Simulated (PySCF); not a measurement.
GaH₂Br, SMILES [GaH2][Br].

Geometry: B3LYP-D3(BJ)/def2-TZVP.

These are C-PCM-ωB97X/def2-SVP (PySCF) values and carry that method's errors.

The values are the electrostatic part of the solvation free energy, E(continuum) − E(gas) at the gas-phase geometry, in a cavity of scaled van der Waals radii (PySCF's table); cavitation and dispersion terms are not included. A continuum can't describe solvent molecules that bind to the metal. In vacuum the orbital gap is 10.29 eV. The dipole moment in vacuum is 1.96 D.

**Question.** Estimate the values in water (ε = 78.36), acetone (ε = 20.49), cyclohexanone (ε = 15.62). (An estimate is asked for; the answer gives what the named calculation found.)

**Answer.** 
```
solvent            ε  ΔG(elec) (kcal/mol)  dipole (D)  gap (eV)
-------------  -----  -------------------  ----------  --------
water          78.36                 -3.9        2.69     10.86
acetone        20.49                 -3.8        2.65     10.84
cyclohexanone  15.62                 -3.7        2.64     10.83
```
